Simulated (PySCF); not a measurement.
Species: triethylphosphine, `CCP(CC)CC`. The columns A, B, C and D hold Mulliken, IAO, Hirshfeld and ESP-fitted charges (e) of one PBE0/pcSseg-1 density (PySCF), in a shuffled order. Coordinates in Å (GFN2-xTB); the density's dipole moment is (0.23, 0.15, 1.20) D.

| atom | x | y | z | A | B | C | D |
| --- | --- | --- | --- | --- | --- | --- | --- |
| C1 | -1.604 | -2.265 | 0.331 | -0.259 | -0.413 | -0.121 | -0.345 |
| C2 | -0.269 | -1.547 | 0.474 | -0.478 | -0.427 | -0.112 | +0.067 |
| P3 | -0.129 | -0.081 | -0.673 | +0.301 | +0.461 | +0.150 | -0.379 |
| C4 | 1.554 | 0.513 | -0.124 | -0.478 | -0.427 | -0.112 | +0.087 |
| C5 | 2.680 | -0.317 | -0.725 | -0.259 | -0.413 | -0.121 | -0.324 |
| C6 | -1.159 | 1.119 | 0.320 | -0.478 | -0.427 | -0.112 | +0.087 |
| C7 | -1.215 | 2.498 | -0.323 | -0.259 | -0.413 | -0.121 | -0.352 |
| H8 | -2.427 | -1.622 | 0.635 | +0.115 | +0.134 | +0.037 | +0.096 |
| H9 | -1.766 | -2.559 | -0.704 | +0.121 | +0.143 | +0.036 | +0.120 |
| H10 | -1.625 | -3.160 | 0.951 | +0.119 | +0.142 | +0.041 | +0.074 |
| H11 | -0.113 | -1.223 | 1.508 | +0.133 | +0.127 | +0.033 | +0.026 |
| H12 | 0.537 | -2.236 | 0.209 | +0.149 | +0.139 | +0.036 | +0.085 |
| H13 | 1.652 | 1.547 | -0.464 | +0.149 | +0.139 | +0.037 | +0.072 |
| H14 | 1.609 | 0.505 | 0.969 | +0.133 | +0.127 | +0.033 | +0.021 |
| H15 | 2.601 | -0.333 | -1.810 | +0.121 | +0.143 | +0.036 | +0.114 |
| H16 | 2.643 | -1.344 | -0.366 | +0.115 | +0.134 | +0.037 | +0.091 |
| H17 | 3.649 | 0.102 | -0.456 | +0.119 | +0.142 | +0.041 | +0.066 |
| H18 | -2.170 | 0.706 | 0.367 | +0.149 | +0.139 | +0.036 | +0.079 |
| H19 | -0.769 | 1.184 | 1.340 | +0.133 | +0.127 | +0.033 | +0.022 |
| H20 | -0.230 | 2.960 | -0.341 | +0.115 | +0.134 | +0.037 | +0.102 |
| H21 | -1.887 | 3.151 | 0.231 | +0.119 | +0.142 | +0.041 | +0.072 |
| H22 | -1.575 | 2.422 | -1.347 | +0.121 | +0.143 | +0.036 | +0.120 |

Problem. Which column most likely holds the ESP-fitted charges?

Solution. D. Σ q r misses the density's dipole by 0.06 D (D), 1.58 D (C), 2.22 D (A), 2.50 D (B). Charges fitted to the outside potential are the only set here that is tied to the molecule's multipoles.

Problem. And the Hirshfeld charges?

Solution. C. The mean sizes are 0.064 e (C), 0.127 e (D), 0.201 e (A), 0.229 e (B), and Hirshfeld charges are commonly the smallest of these schemes.

As computed, A = Mulliken, B = IAO, C = Hirshfeld, D = ESP-fitted. Hydrogens on carbon: Mulliken +0.11 to +0.15, IAO +0.13 to +0.14, Hirshfeld +0.03 to +0.04, ESP-fitted +0.02 to +0.12 e.

The IAO scheme counts the electrons in orthogonalised intrinsic atomic orbitals, a minimal basis polarised so that it spans the occupied orbitals exactly. The Hirshfeld scheme weights the molecular density at each point by an atom's share of the summed free-atom densities.

One conformer (not necessarily the lowest) at the GFN2-xTB geometry, without solvent, vibrations or thermal averaging.

Conformer computed: `[CH3:1][CH2:2][P:3]([CH2:4][CH3:5])[CH2:6][CH3:7]`: C1–C2–P3–C4 178°, C2–P3–C4–C5 79°, C2–P3–C6–C7 178°.
